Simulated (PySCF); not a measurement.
B3LYP has the VWN-RPA correlation part, as in Gaussian. Excitations are Tamm–Dancoff values on a coarser integration grid. The basis has no diffuse functions, so Rydberg states are missing or too high.

# CH5Al, SMILES `[CH3][AlH2]` (charge 0, multiplicity 1)

Computed with PySCF with B3LYP-D3(BJ)/def2-TZVP // PBE0-D4/def2-TZVP.

| Item | Result |
|---|---|
| HOMO | -7.87 eV |
| dipole moment | 0.73 D |
| LUMO | -1.52 eV |
| HOMO–LUMO gap | 6.35 eV |
| S1 excitation (TDA) | 5.17 eV |
| S1 oscillator strength | 0.002 |
| brightest of the four lowest singlets (TDA) | 7.40 eV |
| T1 excitation (TDA) | 4.85 eV |
| S1–T1 gap (TDA) | 0.32 eV |
| total energy | -7716.72 eV |
| cost | around 40 core-seconds (rough) |

Bond lengths (Å): C1–Al2 1.950, C1–H3 1.095, C1–H4 1.092, C1–H5 1.096, Al2–H6 1.590, Al2–H7 1.590. Bond angles (°): Al2–C1–H3 111.2, Al2–C1–H4 113.3, Al2–C1–H5 110.1, H3–C1–H4 108.3, H3–C1–H5 106.1, H4–C1–H5 107.6, C1–Al2–H6 119.9, C1–Al2–H7 121.4, H6–Al2–H7 118.8.
